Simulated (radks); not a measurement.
Dynamic dipole polarisability and lines of the aluminium ion Al10+, [He] 2s1. Method: non-relativistic Kohn-Sham, LDA (Slater exchange, VWN5 correlation), spin-polarised, spherical densities, point nucleus; open shells are filled with parallel spins first; computed with a radial shooting solver on a logarithmic mesh with Libxc functionals. Time-dependent linear response with the Hartree and adiabatic LDA kernel, continuum included through the Sternheimer equations. Lines are the poles of the dipole polarisability below minus the highest occupied eigenvalue, found on a grid refined at the orbital gaps; the lowest seven at most are given, and weak or close lines can be missed. The first line takes the name of the lowest orbital gap if no other gap lies below it; otherwise a line is named after a gap within 0.6 % of it, if that gap stands alone.

photon energy (eV)  alpha (bohr^3)
0                           0.1587
6.930                       0.1740
34.650                     -0.1146
62.369                    -0.01792
90.089                   -0.004150
117.81                    0.001037
145.53                    0.004127
173.25                    0.006955
200.97                     0.01110
228.69                     0.02272
256.41                     -0.1289
284.13                    -0.01126
311.85                  -0.0004499
339.57                    -0.01154
367.29                    -0.01488
395.01                   -0.007799

Lines (eV, oscillator strength): 23.010 (53.88 nm, 2s-2p), f = 0.109; 252.70 (4.906 nm, unassigned), f = 0.334; 330.52 (3.751 nm, 2s-4p), f = 0.0816; 364.51 (3.401 nm, 2s-5p), f = 0.0338; 382.53 (3.241 nm, 2s-6p), f = 0.0176; 393.24 (3.153 nm, unassigned), f = 0.0104; 400.13 (3.099 nm, unassigned), f = 0.00668. Higher lines, where found, are left out when the end of the mesh affects them. Those listed give 99 % of the static polarisability (sum of f/w^2). Orbital energy gaps for comparison: 2s-2p 21.379 eV; 2s-3p 254.40 eV; 2s-4p 331.04 eV; 2s-5p 364.75 eV; 2s-6p 382.66 eV. At laser wavelengths: 1550 nm 0.1589, 1064 nm 0.1591, 780 nm 0.1594, 532 nm 0.1603, 355 nm 0.1623, 266 nm 0.1652, 193 nm 0.1716 bohr^3.
